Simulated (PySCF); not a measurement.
Job file and geometry (Å, from GFN2-xTB) of an NMR shielding run on SMILES ClBC1C=COC=C1, C$_{5}$H$_{6}$BClO, GIAO PBE0/pcSseg-1 NMR shielding, non-relativistic, gas phase (PySCF 2.14.0, density-fitted response routines); density fitting, a coarse starting grid and PySCF grid level 2 are the driver's defaults:

```
$ OMP_NUM_THREADS=1 python probes_run.py task.json out

{"job": {"kind": "nmr", "xc": "PBE0", "basis": "pcSseg-1"}, "charge": 0, "multiplicity": 1}
Cl    -1.892880     1.025068    -1.844205
B     -1.842766    -0.209515    -0.696342
C     -0.763438    -0.172516     0.483166
C      0.266339    -1.235066     0.142605
C      1.492334    -0.925341    -0.250520
O      1.995988     0.338262    -0.339288
C      1.205209     1.316997     0.202341
C     -0.034244     1.141262     0.628805
H     -2.561811    -1.128269    -0.820601
H     -1.234394    -0.441468     1.439873
H     -0.035583    -2.266457     0.209667
H      2.238465    -1.661248    -0.511227
H      1.737776     2.253750     0.262899
H     -0.571673     1.964069     1.070661
```

Problem. Write the output of this run.

Solution. 
```
coarse grid: 12952 points
cycle   1  E = -753.7413060488  dE =  1.351e+00  |g| = 4.756e-01  |ddm| = 3.503e+00
cycle   2  E = -753.7276243688  dE =  1.368e-02  |g| = 5.670e-01  |ddm| = 8.283e-01
cycle   3  E = -753.7887861135  dE = -6.116e-02  |g| = 7.802e-02  |ddm| = 4.582e-01
cycle   4  E = -753.7897400671  dE = -9.540e-04  |g| = 2.876e-02  |ddm| = 6.452e-02
cycle   5  E = -753.7898889376  dE = -1.489e-04  |g| = 1.177e-02  |ddm| = 3.174e-02
cycle   6  E = -753.7899144753  dE = -2.554e-05  |g| = 5.250e-03  |ddm| = 1.383e-02
cycle   7  E = -753.7899215978  dE = -7.123e-06  |g| = 7.758e-04  |ddm| = 5.769e-03
final grid: 122440 points
cycle   8  E = -753.8457397033  dE = -3.296e-05  |g| = 1.084e-02  |ddm| = 2.589e-02
cycle   9  E = -753.8457101645  dE =  2.954e-05  |g| = 1.657e-02  |ddm| = 1.863e-02
cycle  10  E = -753.8457608776  dE = -5.071e-05  |g| = 2.546e-03  |ddm| = 1.273e-02
cycle  11  E = -753.8457624043  dE = -1.527e-06  |g| = 5.009e-04  |ddm| = 2.717e-03
cycle  12  E = -753.8457624613  dE = -5.699e-08  |g| = 1.556e-04  |ddm| = 5.367e-04
cycle  13  E = -753.8457624672  dE = -5.927e-09  |g| = 3.025e-05  |ddm| = 1.534e-04
cycle  14  E = -753.8457624674  dE = -1.944e-10  |g| = 7.601e-06  |ddm| = 3.630e-05
converged SCF energy = -753.8457624674

GIAO shielding tensors (ppm)
atom      isotropic    diamagn.    paramagn.     s11        s22        s33       span
  0 Cl     654.496    1148.262    -493.766    319.102    545.894   1098.493    779.391
  1 B       35.088     191.084    -155.996    -14.474     12.607    107.132    121.606
  2 C      149.352     245.681     -96.329    127.244    144.395    176.417     49.172
  3 C       85.949     258.538    -172.589     -4.189     99.121    162.916    167.105
  4 C       35.783     249.521    -213.737    -68.470     66.701    109.120    177.591
  5 O      168.753     395.721    -226.967     49.482    113.485    343.292    293.810
  6 C       39.654     249.569    -209.915    -62.427     72.258    109.131    171.558
  7 C       77.785     258.004    -180.218    -20.516     92.167    161.704    182.220
  8 H       25.086      28.626      -3.541     22.742     25.382     27.133      4.391
  9 H       28.584      30.158      -1.574     24.810     26.935     34.005      9.195
 10 H       27.179      31.754      -4.574     24.508     27.734     29.296      4.788
 11 H       25.279      29.219      -3.940     22.662     25.146     28.029      5.367
 12 H       25.235      29.362      -4.127     22.899     24.798     28.009      5.110
 13 H       26.928      31.648      -4.721     24.976     26.754     29.052      4.076
```

Size and cost of the density-fitted run: 173 basis functions, 95 s wall time on 1 thread of an Intel Xeon, shared host; peak memory 0.78 GiB.
